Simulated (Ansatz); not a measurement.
Geometry optimisation, Ansatz, RKS B3LYP-D4/def2-SVP.

The input (input.yaml):

```yaml
crystal:
  periodic: [false, false, false]
  atoms:
    - { symbol: Al, position_ang: [0.0, 0.0, 0.0] }
    - { symbol: F, position_ang: [0.0, 0.0, 2.04] }
    - { symbol: O, position_ang: [1.5415, 0.0, -0.89] }
    - { symbol: H, position_ang: [1.8414, -0.9519, -1.0449] }
    - { symbol: H, position_ang: [-1.351, 0.0, -0.78] }
    - { symbol: Cl, position_ang: [0.1134, 2.3983, 0.7978] }
    - { symbol: H, position_ang: [0.0568, 1.202, 1.9224] }
basis:
  gaussian: { orbitals: def2-SVP }
hamiltonian:
  xc: b3lyp
  dispersion: d4
relax:
  f_tol: 0.15
  max_steps: 25
  restrain:
    - { distance: [0, 5], at: 3.43, k: 30.0 }
    - { distance: [6, 1], at: 2.12, k: 30.0 }
    - { distance: [0, 1], at: 1.69, k: 30.0 }
    - { distance: [6, 5], at: 1.37, k: 30.0 }
output:
  orbitals: {}
```

Run as:

```bash
$ ansatz run input.yaml --threads 1 --pin off --max-ram 2048MiB --backend cpu --events-out ev --progress --plain --runs-dir out
```

Where does it end, and by what steps?

The forces met the threshold. The restraints hold the end off the free minimum; the threshold counts their pulls, which the force column leaves out. Restrained pairs: Al1–Cl6 (2.53 → 3.43 Å), F2–H7 (1.21 → 2.12 Å), Al1–F2 (2.04 → 1.69 Å), Cl6–H7 (1.64 → 1.34 Å). After 10 steps the energy has fallen by 0.929 eV (the restraints' own energy left out); Cl6 moved furthest, 0.65 Å.

```
step  energy less start (eV)  largest force component (eV/Å)  accepted
   0                  0.0000                           2.626       yes
   1                  0.1231                           2.623       yes
   2                 -0.2422                           2.254       yes
   3                 -0.5078                           1.778       yes
   4                 -0.6339                           1.672       yes
   5                 -0.7484                           1.147       yes
   6                 -0.8558                           1.172       yes
   7                 -0.9070                           1.197       yes
   8                 -0.7998                           2.895        no
   9                 -0.9225                           1.080       yes
  10                 -0.9292                           0.989       yes
```

```xyz
7
Properties=species:S:1:pos:R:3
Al -0.105 -0.268 -0.127
F 0.028 -0.287 1.555
O 1.272 -0.547 -1.070
H 2.181 -0.682 -0.785
H -1.512 -0.197 -0.800
Cl 0.191 2.856 1.246
H 0.147 1.774 2.027
```

Run time: 41 s on 1 thread of Arm Neoverse V1, with other jobs on the host, peak memory 0.15 GiB.
